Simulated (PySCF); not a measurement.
# How exact exchange moves a shielding

Molecule: SMILES CC(C)CS[SiH3], C4H12SSi.

Numbering as in the mapped SMILES `[CH3:1][CH:2]([CH3:3])[CH2:4][S:5][SiH3:6]`. Each H is labelled by its parent atom.

GIAO shieldings (ppm, equivalent atoms averaged) in PySCF 2.14 on the PBE0-D3(BJ)/def2-SVP geometry, basis pcSseg-1, gas phase, non-relativistic:

| functional | exact exchange (%) | σ(C4) | σ(S5) | σ(Si6) |
| --- | --- | --- | --- | --- |
| BLYP | 0 | 126.6 | 633.0 | 369.2 |
| BP86 | 0 | 132.4 | 656.3 | 377.7 |
| PBE | 0 | 132.7 | 659.5 | 379.6 |
| B3LYP | 20 | 133.1 | 659.5 | 381.5 |
| PBE0 | 25 | 140.2 | 689.8 | 394.6 |
| BHandHLYP | 50 | 141.4 | 692.6 | 400.5 |
| HF | 100 | 154.0 | 744.2 | 434.9 |

(1) Fit each shielding as a line in the percentage of exact exchange.

(2) What does the line predict for mPW1PW91 (25 %), and what does the run give?

Results:

(1) σ(C4) = 130.7 + 0.23 x (rms 2.5 ppm); σ(S5) = 650.3 + 0.94 x (rms 10.6 ppm); σ(Si6) = 374.8 + 0.59 x (rms 4.3 ppm). The functionals also differ in their semilocal parts, which the line can't hold; Hartree–Fock has no correlation at all.

(2) σ(C4): 136.4 predicted, 139.7 computed; σ(S5): 673.8 predicted, 686.6 computed; σ(Si6): 389.6 predicted, 392.5 computed ppm.
